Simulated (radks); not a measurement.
The numbers below are computed, except where a source is named.
All-electron atom: the titanium ion Ti+ in [Ar] 3d2 4s1.

Level of theory: Dirac Kohn-Sham, PBE, spin-unpolarised, spherical densities, finite nucleus; open shells fill j = l - 1/2 first; Fermi nuclear charge, rms radius 3.5921 fm (a radial shooting solver on a logarithmic mesh with Libxc functionals).

Energy parts (hartree):
total: -853.30334
kinetic: 861.63769
electron-nucleus: -2024.42571
Hartree: 351.26600
exchange-correlation: -41.78132

Orbitals (lengths in bohr, moments of r in powers of bohr; <r^-3> diverges for s and p1/2; r(max) is where P^2 peaks):
orbital	occ.	eigenvalue (hartree)	<r^-3>	<r^4>	r(max)	<r>
1s1/2	2	-179.1678	-	0.0001092	0.04555	0.06959
2s1/2	2	-19.99247	-	0.02747	0.2689	0.3247
2p1/2	2	-16.72886	-	0.02171	0.2181	0.2880
2p3/2	4	-16.51669	260.1	0.02240	0.2202	0.2907
3s1/2	2	-2.56834	-	2.225	0.8698	1.007
3p1/2	2	-1.71125	-	3.327	0.8982	1.080
3p3/2	4	-1.68711	29.79	3.429	0.9046	1.089
3d3/2	2	-0.41835	2.036	23.59	0.9778	1.517
3d5/2	0	-0.41657	2.012	23.88	0.9801	1.522
4s1/2	1	-0.38024	-	210.0	2.749	3.190

The highest occupied level is 4s1/2 at -10.347 eV. The configuration is held as typed, so some empty levels lie below it. The electron density at the nucleus is 8496 e/bohr^3.
